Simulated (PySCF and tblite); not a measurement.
C10H17N, numbered as in [CH3:1][CH2:2][c:3]1[c:4]([CH:5]([CH3:6])[CH3:7])[cH:8][cH:9][n:10]1[CH3:11].

Geometries GFN2-xTB; weights from PBE0-D3(BJ)/6-31G* energies and GFN2-xTB thermal corrections, with symmetry numbers and mirror pairs. Conformers within 2.5 kcal/mol (GFN2-xTB free energy) were kept, 4 at most. GIAO shieldings: PBE0/6-31G*. Shifts are against TMS (¹H), TMS (¹³C), NH3 (¹⁵N) at the same level. (PySCF 2.14, tblite 0.8.)

Torsions listed: C1–C2–C3–N10, C3–C4–C5–C6. Of a mirror pair one member is shown.

```csv
conformer,shape,symmetry,E(GFN2) kcal/mol,E(DFT) kcal/mol
1,"-91°, -119°",C1 (pair),0.00,0.00
2,"82°, 57°",C1 (pair),1.25,1.13
```

(1) How much do the weights at 298.15 K and the averaged shift of C8 depend on how the conformers are weighted?

Answers

(1) 
| weighting | 1 (%) | 2 (%) | δ (ppm) | rms dipole (D) |
| --- | --- | --- | --- | --- |
| DFT energy with thermal terms, symmetry and mirror images (full scheme) | 92 | 8 | 99.9 | 2.10 |
| DFT energy with symmetry and mirror images | 87 | 13 | 100.1 | 2.09 |
| bare DFT energy | 87 | 13 | 100.1 | 2.09 |
| GFN2-xTB energy with symmetry and mirror images | 89 | 11 | 100.0 | 2.10 |
| GFN2-xTB free energy | 94 | 6 | 99.8 | 2.10 |
| leading conformer alone | 100 | 0 | 99.5 | 2.11 |
| equal weights | 50 | 50 | 101.7 | 2.04 |
| full scheme, search stopped after three starts | 100 | 0 | 99.5 | 2.11 |

The largest departure from the full scheme, 1.8 ppm, comes with: equal weights.


¹⁵N shifts are against a computed isolated NH3 molecule, about 20 ppm from the liquid.